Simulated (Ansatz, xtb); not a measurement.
# Two isomers of CH10Ge2Si

We compare X, `[CH3][Ge@@H]([SiH3])[GeH3]`, a singlet, with Y, `[CH3][GeH2][GeH2][SiH3]`, a singlet. Both are isolated molecules in the gas phase, relaxed with B3LYP-D3(BJ)/def2-SVP, each in the lowest conformer that the search found.

X (Å):

```json
{"atom": "C", "x (Å)": "-1.7206", "y (Å)": "2.5279", "z (Å)": "0.9416"}
{"atom": "Ge", "x (Å)": "-0.8870", "y (Å)": "0.7359", "z (Å)": "0.8439"}
{"atom": "Ge", "x (Å)": "-1.7678", "y (Å)": "-0.6817", "z (Å)": "2.6271"}
{"atom": "Si", "x (Å)": "1.4938", "y (Å)": "0.9112", "z (Å)": "1.0390"}
{"atom": "H", "x (Å)": "-1.3435", "y (Å)": "3.1671", "z (Å)": "0.1295"}
{"atom": "H", "x (Å)": "-2.8135", "y (Å)": "2.4446", "z (Å)": "0.8487"}
{"atom": "H", "x (Å)": "-1.4827", "y (Å)": "3.0023", "z (Å)": "1.9050"}
{"atom": "H", "x (Å)": "-1.2441", "y (Å)": "0.0895", "z (Å)": "-0.5184"}
{"atom": "H", "x (Å)": "2.0574", "y (Å)": "1.7733", "z (Å)": "-0.0434"}
{"atom": "H", "x (Å)": "2.1300", "y (Å)": "-0.4369", "z (Å)": "0.9588"}
{"atom": "H", "x (Å)": "1.8401", "y (Å)": "1.5225", "z (Å)": "2.3573"}
{"atom": "H", "x (Å)": "-3.3065", "y (Å)": "-0.7955", "z (Å)": "2.5368"}
{"atom": "H", "x (Å)": "-1.4145", "y (Å)": "-0.0804", "z (Å)": "4.0063"}
{"atom": "H", "x (Å)": "-1.1715", "y (Å)": "-2.1044", "z (Å)": "2.5582"}
```

Y (Å):

```yaml
atoms:
  - { symbol: C, position_ang: [-0.5235, -2.2653, -0.1932] }
  - { symbol: Ge, position_ang: [-0.1748, -1.8393, -2.0869] }
  - { symbol: Ge, position_ang: [0.1205, 0.5718, -2.3408] }
  - { symbol: Si, position_ang: [-1.7492, 1.7118, -1.3719] }
  - { symbol: H, position_ang: [-1.4238, -1.7366, 0.1534] }
  - { symbol: H, position_ang: [0.3277, -1.9528, 0.4296] }
  - { symbol: H, position_ang: [-0.6775, -3.3471, -0.0651] }
  - { symbol: H, position_ang: [-1.3757, -2.2941, -2.9495] }
  - { symbol: H, position_ang: [1.0807, -2.5980, -2.5772] }
  - { symbol: H, position_ang: [1.4168, 1.0162, -1.6215] }
  - { symbol: H, position_ang: [0.2619, 0.9601, -3.8307] }
  - { symbol: H, position_ang: [-1.8595, 1.3383, 0.0700] }
  - { symbol: H, position_ang: [-3.0054, 1.2946, -2.0625] }
  - { symbol: H, position_ang: [-1.6132, 3.1947, -1.4726] }
```

**Question.** Estimate which is lower in electronic energy at CCSD(T)/def2-SVP + ΔMP2/def2-TZVPP, and by roughly how much.

**Answer.** Too close to call at this level: CCSD(T)/def2-SVP + ΔMP2/def2-TZVPP gives E(Y) − E(X) = −0.33 kcal/mol.

Level by level:

| level | geometry | E(Y) − E(X) (kcal/mol) | departure from the last row (kcal/mol) | job, with rough time for the two |
| --- | --- | --- | --- | --- |
| GFN2-xTB | GFN2-xTB | −0.34 | −0.02 | optimisation, 0.19 s |
| HF/STO-3G | GFN2-xTB | −0.79 | −0.46 | single point, 0.54 s |
| r2SCAN-D4/def2-SVP | GFN2-xTB | −0.60 | −0.27 | single point, 4.3 s |
| B3LYP-D3(BJ)/def2-SVP | B3LYP-D3(BJ)/def2-SVP | −0.38 | −0.05 | optimisation, 53 s |
| HF/def2-SVP | B3LYP-D3(BJ)/def2-SVP | −0.60 | −0.27 | part of the CCSD(T) run |
| MP2/def2-SVP | B3LYP-D3(BJ)/def2-SVP | −0.35 | −0.02 | part of the CCSD(T) run |
| CCSD(T)/def2-SVP | B3LYP-D3(BJ)/def2-SVP | −0.36 | −0.03 | single point |
| CCSD(T)/def2-SVP + ΔMP2/def2-TZVPP | B3LYP-D3(BJ)/def2-SVP | −0.33 |  | single point, 72 s |

As drawn, both hold the same kinds of bond in the same numbers.

The largest departure from CCSD(T)/def2-SVP + ΔMP2/def2-TZVPP is that of HF/STO-3G, 0.46 kcal/mol. The last row adds to CCSD(T) the change of the MP2 difference between the two basis sets, here +0.03 kcal/mol.

With thermal terms from frequencies at re-optimised GFN2-xTB minima (ideal gas, soft modes damped towards free rotors, one conformer each, 298.15 K, 1 atm): on the last row, ΔE + ΔZPE = −0.22, ΔH = −0.41, ΔG = −0.13 kcal/mol.

The correlated steps freeze 24 core orbitals; the filled d shell of Ge is correlated, in a basis made for valence electrons. Mirror images aren't counted in ΔG. Codes used: Ansatz 0.2.0, xtb 6.7.1; the last row on 4 threads of Arm Neoverse V2 on a shared host.
